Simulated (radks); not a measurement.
Results of a calculation; reference values are marked as such.
Question: The zinc ion Zn18+, [Ne] 3s2. Code: a radial shooting solver on a logarithmic mesh with Libxc functionals. Model: non-relativistic Kohn-Sham, exchange-only B88, spin-polarised, spherical densities, point nucleus. Every spin shell is full or empty, so the densities are truly spherical. Functionals are evaluated on that one density, not self-consistently. Rank these orbital-free kinetic functionals by their error against the exact value of the orbitals, and give that value: Thomas-Fermi, von Weizsacker, TF + vW, TF + vW/9, LC94, Perdew 92, Pearson, LKT, PG1, DePristo-Kress.

Answer: Exact: 1604.56 hartree. From best to worst, with 100 (|E| - |E exact|)/|E exact| (equal figures are ties): DePristo-Kress +0.11, LC94 +0.21, Perdew 92 -0.49, TF + vW/9 -0.50, Pearson -1.33, Thomas-Fermi -6.75, PG1 +22.55, LKT +27.95, von Weizsacker -43.80, TF + vW +49.46.
